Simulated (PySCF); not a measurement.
This script is equivalent to a calculation on K⁵⁺ (potassium, charge +5).

```python
from pyscf import gto, scf, dft, mp, cc
mol = gto.M(atom="K 0 0 0", charge=5, spin=2, symmetry="D2h",
            basis=gto.etbs([(0, 18, 0.13, 2.5), (1, 12, 0.17, 2.5), (2, 5, 1.5, 2.7), (3, 5, 2.3, 2.7)]))
mf = scf.UHF(mol)
mf.irrep_nelec = {'Ag': (3, 3), 'B1u': (2, 1), 'B2u': (2, 1), 'B3u': (1, 1)}
mf.kernel()
```

What total energy does it give?

-591.09461 hartree (calculated).

Which occupied shell lies highest, and where?

3p α, at -99.135 eV.

What is ⟨S²⟩, and what would a pure spin state give?

2.006, against 2.00.
